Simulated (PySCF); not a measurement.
Molecule: SMILES O=C(CC[SiH3])O[SiH3], C₃H₁₀O₂Si₂.

Bonds (- single, = double, # triple, : aromatic): O1=C2, C2-C3, C3-C4, C4-Si5, C2-O6, O6-Si7. C3 carries H8, H9; C4 carries H10, H11; Si5 carries H12, H13, H14; Si7 carries H15, H16, H17.

Frames of a GFN2-xTB Langevin trajectory at 300 K; GIAO PBE0/pcSseg-1 shieldings in PySCF 2.14, gas phase, non-relativistic; equivalent atoms averaged within each frame.

References, each an isolated molecule treated in the same way: 17O (σ = 336.08 ppm) vs H2O; 13C (σ = 186.93 ppm), 29Si (σ = 349.16 ppm), 1H (σ = 31.72 ppm) against TMS. The references are static minima.

How do the shifts (ppm) fluctuate along the trajectory?

Results:


```
         time (fs)     O1     O6     C2    C3    C4    Si7    Si5  H15/H16/H17  H12/H13/H14  H8/H9
optimised geometry  442.4  193.3  187.0  34.5   6.5  -38.9  -74.3         4.81         4.11   2.65
               250  458.1  190.6  184.8  36.6   5.4  -42.8  -65.7         5.33         4.38   2.75
               425  470.6  190.6  190.8  37.1  11.7  -38.0  -70.7         5.34         4.15   2.39
               625  426.9  199.6  184.6  27.0   5.4  -29.7  -88.8         5.59         3.83   1.59
               800  429.6  173.7  177.9  34.8  14.8  -39.7  -73.6         5.54         4.66   2.67
              1000  460.0  199.8  189.4  44.0   4.5  -39.4  -65.2         5.38         4.48   3.16
    mean of frames  449.0  190.9  185.5  35.9   8.3  -37.9  -72.8         5.44         4.30   2.51
standard deviation   19.6   10.6    5.1   6.1   4.6    4.9    9.6         0.12         0.32   0.58
```

5 frames give an uncertainty of the mean of about the standard deviation over 2.2 at best, since frames this close in time may not be independent; classical motion lacks zero-point vibration, and the reference would need the same averaging.
